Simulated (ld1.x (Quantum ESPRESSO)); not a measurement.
## Which change was made? (Au, TM semilocal)

```
Element                 : gold
Generator               : ld1.x (Quantum ESPRESSO) 7.5
Type                    : norm-conserving Troullier–Martins (semilocal form)
Functional              : LDA (PZ)
Relativity              : scalar-relativistic
Frozen core             : [Kr] 4d10 4f14 5s2
Valence charge          : 17
Reference configuration : 5p6 5d10 6s0.5 6p0 (charge +0.5)
Partial waves           : 6s (bound): rc 1.80 bohr; 5p (bound): rc 1.20 bohr; 5f channel at 0.05 Ry: rc 1.60 bohr; 5d (bound): rc 1.40 bohr
Local potential         : the d channel
Core correction         : a·sin(br)/r model core, default radius (core density twice the valence density)
```

Cutoffs, loose and tight: the cutoffs (Ry, on a coarse ladder) from which the occupation-weighted sum of valence levels, in a spherical-Bessel basis at the reference potential, stays within 10 and 1 mRy of its value at 400 Ry. They do not see the model core or the augmentation charge, which bear on the density cutoff. Test errors are all-electron minus pseudo excitation energies from the reference, over the configurations 5p6 5d10 6s1 6p0; 5p6 5d10 6s0 6p0; 5p6 5d9 6s0 6p0; 5p5 5d10 6s1 6p0; 5p6 5d9 6s1 6p0; 5p6 5d10 6s0 6p1; 5p6 5d9 6s2 6p0 (two spin-polarised tests are not counted in the largest error); variants that change the core or the reference have their own tests.

The base gives: outcome: generated; cutoff, loose: 140 Ry; cutoff, tight: 200 Ry; bound ghosts: none; largest test error (meV): -115.

**Question.** After one change the result is: outcome: generated; cutoff, loose: 140 Ry; cutoff, tight: 200 Ry; bound ghosts: s; largest test error (meV): +104. Which change was it?
A. core [Xe], valence charge 25; reference 4f14 5d10 6s0.5 6p0; waves now 6s (bound): rc 1.95 bohr; 6p (bound): rc 2.20 bohr; 5d (bound): rc 1.40 bohr; 4f (bound): rc 0.65 bohr; local potential the f channel; core correction a·sin(br)/r model core inside 0.55 bohr
B. wave 6s (bound): rc 1.80 bohr becomes 6s (bound): rc 1.50 bohr
C. wave 5p (bound): rc 1.20 bohr becomes 5p (bound): rc 1.36 bohr

**Answer.** B. The others give: wave 5p (bound): rc 1.20 bohr becomes 5p (bound): rc 1.36 bohr → outcome: generated; cutoff, loose: 100 Ry; cutoff, tight: 140 Ry; bound ghosts: none; largest test error (meV): -127 | core [Xe], valence charge 25; reference 4f14 5d10 6s0.5 6p0; waves now 6s (bound): rc 1.95 bohr; 6p (bound): rc 2.20 bohr; 5d (bound): rc 1.40 bohr; 4f (bound): rc 0.65 bohr; local potential the f channel; core correction a·sin(br)/r model core inside 0.55 bohr → outcome: generated; bound ghosts: not determined; largest test error (meV): -1789. In the semilocal form every listed channel keeps its own potential, so the choice of the local channel does not act on these tests. It acts once the file is put into the separable form.
